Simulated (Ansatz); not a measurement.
This Ansatz (an electronic-structure program) input (PBE0/3-21G) gives -24.47391 Eh with 9 basis functions. A basis named .json is the Basis Set Exchange file of that set (core-valence sets with the plain set on hydrogen).

Ansatz 0.2 input:
```yaml
crystal:
  periodic: [false, false, false]
  atoms:
    - {symbol: B, position_ang: [0.00000000, 0.00000000, 0.00000000]}
basis:
  gaussian:
    orbitals: 3-21G.json
hamiltonian:
  xc: {name: PBE0}
magnetization: {spin_polarized: true, initial_magnetization: 1}
scf: {lower_state_search: full}
```

Change:
```diff
- orbitals: 3-21G.json
+ orbitals: 6-311++G_3df_3pd_.json
```

Problem. What does the run give now?

Solution. -24.61693 Eh (PBE0/6-311++G(3df,3pd), 39 functions), a change of -143.02 mEh.
